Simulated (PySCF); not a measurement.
Isomers of C9H8ClN, from PBE0-D3(BJ)/def2-SVP geometry optimisation, gas phase in PySCF. One conformer each, no zero-point energy, no frequencies.

Question: Which is lowest in electronic energy at this level?
A. `c1(n2cccc2cc(Cl)c1)C`: A = 1842, B = 706.4, C = 512.2 MHz, dipole 2.32 D
B. `[CH2:1]=[C:2]([Cl:3])/[CH:4]=[N:5]\[c:6]1[cH:7][cH:8][cH:9][cH:10][cH:11]1` with C1–C2–C4–N5 27°, C4–N5–C6–C7 -116°: A = 2420, B = 496.7, C = 472.6 MHz, dipole 1.70 D
C. `[CH2:1]=[CH:2][c:3]1[cH:4][cH:5][c:6]([Cl:7])[cH:8][c:9]1[N:10]=[CH2:11]` with C1–C2–C3–C4 -20°, C8–C9–N10–C11 45°: A = 1544, B = 646.8, C = 461.6 MHz, dipole 1.34 D

Answer: A. That is `Cc1cc(Cl)cc2cccn12`, 33.2 kcal/mol below the next.

```
              SMILES                                                               mapped SMILES      E (Eh)  relative (kcal/mol)  relative (kJ/mol)  dipole (D)
  Cc1cc(Cl)cc2cccn12     [CH3:1][c:2]1[cH:3][c:4]([Cl:5])[cH:6][c:7]2[cH:8][cH:9][cH:10][n:11]12  -861.69264                  0.0                0.0        2.32
  C=Cc1ccc(Cl)cc1N=C    [CH2:1]=[CH:2][c:3]1[cH:4][cH:5][c:6]([Cl:7])[cH:8][c:9]1[N:10]=[CH2:11]  -861.63969                 33.2              139.0        1.34
C=C(Cl)/C=N\c1ccccc1  [CH2:1]=[C:2]([Cl:3])/[CH:4]=[N:5]\[c:6]1[cH:7][cH:8][cH:9][cH:10][cH:11]1  -861.63781                 34.4              144.0        1.70
```

As drawn, the highest has a C=N bond and a C=C bond outside aromatic rings, which the lowest lacks.
